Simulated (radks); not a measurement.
Values are calculated unless marked as measured or tabulated.
W II, configuration [Xe] 4f14 5d4 6s1. Code: a radial shooting solver on a logarithmic mesh with Libxc functionals. Model: scalar-relativistic Kohn-Sham, r2SCAN, spin-polarised, spherical densities, finite nucleus; open shells are filled with parallel spins first (spin-orbit coupling, left out, can overturn this in heavy ions); meta-GGA in the generalised Kohn-Sham scheme; Fermi nuclear charge, rms radius 5.3658 fm.

Unscreened Slater integrals over Kohn-Sham orbitals (hartree). They are taken over the spin-up orbitals.

\begin{tabular}{lr}
integral & value \\ \hline
F0(5d,5d) & 0.46785 \\
F2(5d,5d) & 0.23784 \\
F4(5d,5d) & 0.15502 \\
F0(5d,6s) & 0.35965 \\
G2(5d,6s) & 0.10702 \\
F0(5d,4f) & 0.61388 \\
F2(5d,4f) & 0.13354 \\
F4(5d,4f) & 0.061557 \\
G1(5d,4f) & 0.051445 \\
G3(5d,4f) & 0.044027 \\
G5(5d,4f) & 0.034097 \\
F0(5d,5p) & 0.55294 \\
F2(5d,5p) & 0.25931 \\
G1(5d,5p) & 0.30260 \\
G3(5d,5p) & 0.18521 \\
F0(6s,6s) & 0.31375 \\
F0(6s,4f) & 0.41220 \\
G3(6s,4f) & 0.013264 \\
F0(6s,5p) & 0.38838 \\
G1(6s,5p) & 0.032124 \\
F0(4f,4f) & 1.5154 \\
F2(4f,4f) & 0.73097 \\
F4(4f,4f) & 0.46090 \\
F6(4f,4f) & 0.33226 \\
F0(4f,5p) & 0.87649 \\
F2(4f,5p) & 0.27802 \\
G2(4f,5p) & 0.12380 \\
G4(4f,5p) & 0.099216 \\
F0(5p,5p) & 0.71510 \\
F2(5p,5p) & 0.38445 \\
\end{tabular}

Derived for the open shells (J is the average intra-shell exchange parameter used in DFT+U). 5d: Racah B = F2/49 - 5 F4/441 = 0.003096 hartree, C = 35 F4/441 = 0.01230 hartree, C/B = 3.97, F4/F2 = 0.652, J = (F2 + F4)/14 = 0.02806 hartree.
